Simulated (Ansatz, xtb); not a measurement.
## Two isomers of C5H5FN2

Structure a is `C=Cc1nc(F)c[nH]1`, a singlet and structure b is `C=Cc1c[nH]c(F)n1`, a singlet. Both are isolated molecules in the gas phase, relaxed with r2SCAN-D4/def2-SVP; each stands in its lowest conformer found.

a (Å):

```xyz
13

C    -2.2205    0.0074   -0.6410
C    -1.1917    0.8678   -0.7283
C    -0.4046    1.3011    0.4079
C     0.3898    1.5884    2.3546
C     1.1762    2.3866    1.5423
F     0.5187    1.4487    3.6646
N    -0.5625    0.9331    1.6787
N     0.6397    2.1808    0.2900
H    -2.7852   -0.2903   -1.5273
H    -2.5085   -0.4101    0.3281
H    -0.9030    1.2864   -1.7005
H     2.0196    3.0420    1.7398
H     0.9632    2.6080   -0.5710
```

b (Å):

```tsv
atom	x (Å)	y (Å)	z (Å)
C	-0.9047	-2.1411	-1.0548
C	-0.8131	-1.4614	0.1003
C	-0.4312	-0.0639	0.2007
C	-0.3172	0.6954	1.3540
C	0.1631	1.8721	-0.4266
F	0.5197	2.9378	-1.1162
N	0.0712	1.9554	0.9276
N	-0.1205	0.7095	-0.9114
H	-1.1974	-3.1937	-1.0711
H	-0.6856	-1.6466	-2.0057
H	-1.0332	-1.9592	1.0524
H	-0.4725	0.4601	2.4046
H	0.2517	2.7744	1.4966
```

Problem. Estimate which is lower in electronic energy at CCSD(T)/def2-SVP + ΔMP2/def2-TZVPP, and by roughly how much.

Solution. CCSD(T)/def2-SVP + ΔMP2/def2-TZVPP gives E(b) − E(a) = −0.34 kcal/mol, slightly favouring structure b, which is too small a margin to settle the true order.

Level by level:

```csv
level,geometry,E(b) − E(a) (kcal/mol),departure from the last row (kcal/mol),"job, with rough time for the two"
GFN2-xTB,GFN2-xTB,+0.18,+0.52,"optimisation, 0.13 s"
HF/STO-3G,GFN2-xTB,−0.43,−0.09,"single point, 0.52 s"
r2SCAN-D4/def2-SVP//GFN2-xTB,GFN2-xTB,+0.41,+0.75,"single point, 7.5 s"
r2SCAN-D4/def2-SVP,r2SCAN-D4/def2-SVP,+0.43,+0.77,"optimisation, 44 s"
HF/def2-SVP,r2SCAN-D4/def2-SVP,−2.14,−1.80,part of the CCSD(T) run
MP2/def2-SVP,r2SCAN-D4/def2-SVP,−0.70,−0.36,part of the CCSD(T) run
CCSD(T)/def2-SVP,r2SCAN-D4/def2-SVP,−0.99,−0.66,single point
CCSD(T)/def2-SVP + ΔMP2/def2-TZVPP,r2SCAN-D4/def2-SVP,−0.34,,"single point, 2.5 min"
```

As drawn, both hold the same kinds of bond in the same numbers.

The largest departure from CCSD(T)/def2-SVP + ΔMP2/def2-TZVPP is that of HF/def2-SVP, 1.80 kcal/mol. The last row adds to CCSD(T) the change of the MP2 difference between the two basis sets, here +0.66 kcal/mol.

With thermal terms from frequencies at re-optimised GFN2-xTB minima (ideal gas, soft modes damped towards free rotors, one conformer each, 298.15 K, 1 atm): the zero-point term adds −0.02 kcal/mol; ΔH is −0.35 and ΔG −0.37 kcal/mol.

The correlated steps freeze 8 core orbitals. Codes used: Ansatz 0.2.0, xtb 6.7.1; the last row on 2 threads of Arm Neoverse V2 on a shared host.
